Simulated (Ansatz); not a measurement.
C2H6ClNSi can be A, `CN(C)[Si]Cl`, or B, `C/C(Cl)=N\[SiH3]`.

Gas-phase electronic energies from Ansatz, PBE0-D4/def2-TZVP geometries. CBS: MP2 limit from def2 TZ/QZ plus the TZ coupled-cluster correction, frozen cores. DFT in def2-TZVPP. B3LYP here is the variant with VWN-RPA as its local correlation; programs differ in this. Each species was taken in one conformer, which may not be the lowest.

Q: Which isomer does CCSD(T)/CBS put lower? Give the gap. (Estimate.)

A: Ansatz gave: A, by 108.9 kJ/mol.

Q: Give E(B) − E(A) in kJ/mol with B2PLYP, BLYP-D4, LDA (SPW92), ωB97M-V, B3LYP, PBE-D4, CCSD(T)/def2-SVP. (Best estimate.)

A: Computed: B2PLYP 100.4, BLYP-D4 99.0, LDA (SPW92) 118.5, ωB97M-V 114.9, B3LYP 98.7, PBE-D4 105.5, CCSD(T)/def2-SVP 110.5. None reverses the order clearly.

Q: Does the order hold for the free energy at 298.15 K (harmonic terms from PBE0-D4)? (Best estimate.)

A: Ansatz gave: Yes: G(B) − G(A) = +81.1 kJ/mol, for one conformer each.

Largest T1 diagnostic: 0.013.

The D4 term adds +3.6 kJ/mol with B3LYP and +1.7 kJ/mol with PBE0; it sums over pairs of atoms, weighted by their polarisabilities, and B3LYP, whose exchange is more repulsive, gets the larger term. In def2-TZVPP, CCSD(T) changes the Hartree–Fock value by +22.4 kJ/mol (the triples alone add −1.5 kJ/mol) and MP2 by +20.3 kJ/mol.
